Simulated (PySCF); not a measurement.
Cl₄Se, charge -1, multiplicity 2. Atoms are numbered in the order given.

```xyz
5

Se     0.0000     0.0000    -0.1672
Cl     1.6990     1.6990     0.0836
Cl    -1.6990     1.6990     0.0836
Cl    -1.6990    -1.6990     0.0836
Cl     1.6990    -1.6990     0.0836
```
Charge -1, spin multiplicity 2.

The structure is a stationary point at B3LYP-D3(BJ)/def2-SVPD. The spin state was assumed, not searched. The isomer is the one that the SMILES or the coordinates give; other isomers of the formula were not compared.

The numbers are results of PBE/def2-SVPD run with PySCF, not measurements.

Estimate the frontier levels, dipole moment and polarisability. (The exact figures need the calculation; the answer reports its results.)


```json
{
  "α spin, highest occupied and lowest empty level": "-2.31 and 0.71 eV",
  "β spin, highest occupied and lowest empty level": "-2.78 and -1.64 eV",
  "dipole_moment_about_the_centre_of_nuclear_charge": "0.62 D",
  "mean_static_polarisability": "137.4 bohr³ (20.35 Å³)",
  "polarisability_principal_values": "75.3, 168.4, 168.4 bohr³",
  "⟨S²⟩": "0.751 (pure state 0.75)"
}
```
